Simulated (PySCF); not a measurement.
A calculated (r2SCAN, PySCF 2.14, ANO-RCC-VTZP, the spin-free X2C one-electron Hamiltonian (Gaussian nucleus)) atom or ion has these occupied shells.

```
shell  electrons  orbital energy (eV)  rms radius, mean of both spins (bohr)
 1s α          1             -17860.2                                 0.0426
 1s β          1             -17860.1                                 0.0426
 2s α          1              -2504.5                                  0.176
 2s β          1              -2504.4                                  0.176
 2p α          3              -2233.9                                  0.157
 2p β          3              -2233.8                                  0.157
 3s α          1              -432.22                                  0.490
 3s β          1              -432.15                                  0.490
 3p α          3              -343.01                                  0.498
 3p β          3              -342.92                                  0.498
 3d α          5              -196.96                                  0.498
 3d β          5              -196.81                                  0.498
 4s α          1              -75.364                                   1.28
 4s β          1              -74.672                                   1.28
 4p α          3              -52.426                                   1.44
 4p β          3              -51.602                                   1.44
 4d α          1              -21.831                                   2.05
 5p α          1              -14.110                                   3.93
```

(1) Name the element and its charge.

Answers

(1) Zr²⁺ (zirconium, charge +2), in [Kr] 4d1 5p1, one real determinant (an excited configuration).
